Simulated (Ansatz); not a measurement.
`[OH2+][InH3-]`, charge 0, multiplicity 1.

Give a relaxed structure at PBE0-D4/def2-TZVP (the Gaussian-basis code of Ansatz). (An estimate is asked.)

Computed: 
Z-matrix (Å, degrees):
```
In
O 1 2.437
H 1 1.725 2 99.2
H 1 1.736 2 91.9 3 -120.7
H 1 1.736 2 91.4 3 120.9
H 2 0.962 1 110.7 3 116.1
H 2 0.962 1 109.7 3 -126.7
```
Point group Cs.
